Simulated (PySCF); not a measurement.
CH7B2N.
InChI=1S/CH7B2N/c1-3-4-2/h3-4H,2H2,1H3

Torsions of this conformer, `[BH2:1][NH:2][BH:3][CH3:4]`: B1–N2–B3–C4 -179°.

The closed-shell ground state was solved at several levels (PySCF, density fitting, gas phase, non-relativistic). Isolated species at its PBE0-D3(BJ)/def2-SVP geometry (one conformer only).

```tsv
level	basis functions	total energy (Eh)	HOMO (eV)	LUMO (eV)	gap (eV)	dipole (D)
PBE0/def2-TZVP	166	-146.6923	-8.94	-0.98	7.96	1.60
PBE0/6-31G	50	-146.6033	-8.81	-0.67	8.14	1.70
PBE0/cc-pVDZ	91	-146.6462	-8.83	-0.88	7.95	1.69
B3LYP/pcSseg-2	242	-146.9109	-8.76	-1.22	7.54	1.55
PBE0/aug-cc-pVDZ	155	-146.6536	-8.93	-1.03	7.90	1.56
```

(1) Estimate the row for PBE0/IGLO-III, a basis of 210 functions; the other rows only guide the guess.

(2) Over all these levels, which gives the widest orbital gap and which the narrowest?

(3) How much does the basis alone move the frontier levels among the 5 PBE0 rows (the withheld one included)?

(4) How far do the dipole and the HOMO energy spread over the levels?

Answers

(1) Total energy -146.6986 Eh, HOMO -8.95 eV, LUMO -1.01 eV, gap 7.94 eV, dipole 1.57 D.

(2) PBE0/6-31G (global hybrid, 25 % exact exchange) has the widest, 8.14 eV, and B3LYP/pcSseg-2 (global hybrid, 20 % exact exchange) the narrowest, 7.54 eV. Functional and basis both differ between the two, so the spread mixes both effects.

(3) The HOMO by 0.14 eV and the LUMO by 0.36 eV. By rising basis size (HOMO, LUMO in eV): 6-31G -8.81, -0.67; cc-pVDZ -8.83, -0.88; aug-cc-pVDZ -8.93, -1.03; def2-TZVP -8.94, -0.98; IGLO-III -8.95, -1.01.

(4) The dipole runs from 1.55 to 1.70 D (mean 1.61 D) and the HOMO from -8.95 to -8.76 eV.
